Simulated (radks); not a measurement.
Correlation energies from several functionals, in hartree. Species: Si4+ [Ne]; Mo [Kr] 4d5 5s1; Rb+ [Kr]. All-electron calculation, non-relativistic Kohn-Sham, exchange-only LDA, spin-polarised, spherical densities, point nucleus. Program: a radial shooting solver on a logarithmic mesh with Libxc functionals. Every spin shell is full or empty, so the densities are truly spherical. Functionals are evaluated on that one density, not self-consistently.

functional      Si4+       Mo      Rb+
PW92        -0.87605  -3.8107  -3.3246
PZ          -0.87339  -3.8036  -3.3227
Chachiyo    -0.86126  -3.7550  -3.2771
PBE         -0.38912  -2.0764  -1.7892
PBEsol      -0.45924  -2.3647  -2.0431
P86         -0.44326  -2.3579  -2.0347
PW91        -0.43287  -2.2504  -1.9408
OP (B88)    -0.43374  -1.9269  -1.7149
TPSS        -0.39252  -2.0725  -1.7926
revTPSS     -0.40135  -2.1002  -1.8189
Tao-Mo      -0.35294  -1.9932  -1.7107
